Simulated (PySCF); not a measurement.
Compound: C4H4F2NO (charge -1).
Structure used (GFN2-xTB), in Å, numbered top down from 1:
```xyz
12
C4H4F2NO angstrom
C     -1.1142    0.6170    0.0279
C     -0.6619   -0.8023   -0.2605
F     -1.6616   -1.6727    0.2618
F     -0.8320   -1.0469   -1.6239
O      0.5246   -1.1984    0.1055
C      1.2600   -0.2966    1.0440
C      1.9474    0.7378    0.4755
N      2.3775    1.7650    0.1125
H     -0.4044    1.3047   -0.4232
H     -1.1137    0.7647    1.1041
H     -2.1102    0.7577   -0.3854
H      1.7896   -0.9307    1.7483
```

The closed-shell SCF was solved with PySCF and density fitting under several settings on one GFN2-xTB geometry (grid level 2 and gas phase unless stated).

```
                                                                  settings  basis functions  SCF cycles     E (Eh)  HOMO (eV)  LUMO (eV)
                                                             PBE0/pcSseg-1              156          15  -483.9257      -0.29       5.26
                  PBE0/6-31G*, start guess vsap, energy threshold 1e-08 Eh              120          12  -483.9439       0.24       5.86
BLYP/pcSseg-1, IEF-PCM chloroform, grid level 1, energy threshold 1e-11 Eh              156          14  -484.4217      -2.48       0.82
                                mPW1PW91/6-311+G(2d,p), level shift 0.3 Eh              240          19  -484.5172      -0.59       3.53
                        X3LYP/pcSseg-1, IEF-PCM acetonitrile, grid level 1              156          11  -484.3566      -4.51       0.77
```

Problem. Estimate the rows for these settings: (1) KT2/pcSseg-1; (2) OLYP/pcSseg-1, grid level 4; (3) PBE0/pcSseg-1, start guess sap.

Solution. 
| settings | basis functions | SCF cycles | E (Eh) | HOMO (eV) | LUMO (eV) |
| --- | --- | --- | --- | --- | --- |
| KT2/pcSseg-1 | 156 | 16 | -491.7079 | 0.84 | 4.14 |
| OLYP/pcSseg-1, grid level 4 | 156 | 16 | -484.2917 | 1.16 | 4.47 |
| PBE0/pcSseg-1, start guess sap | 156 | 16 | -483.9257 | -0.29 | 5.26 |

Problem. Over all rows, what range does the HOMO–LUMO gap span?

Solution. From 3.30 eV to 5.62 eV.

Problem. Compare two rows with the functional PBE0: PBE0/pcSseg-1 and PBE0/6-31G*, start guess vsap, energy threshold 1e-08 Eh. Which energy is lower, and by how much?

Solution. PBE0/6-31G*, start guess vsap, energy threshold 1e-08 Eh (120 functions) lies 0.0182 Eh or 11.4 kcal/mol below PBE0/pcSseg-1 (156 functions). The smaller set gives the lower energy; the two sets aren't nested, so the variational bound doesn't order them by size.

Cycle counts include a coarse-grid stage where the run had one. All basis functions are spherical, in the Pople sets too. KT2 was designed for NMR shieldings or shifts; total energies of different functionals aren't comparable. The HOMO energy is positive at KT2/pcSseg-1, OLYP/pcSseg-1 and PBE0/6-31G*; such an orbital is held in place by the finite basis. Geometry: GFN2-xTB, one conformer.
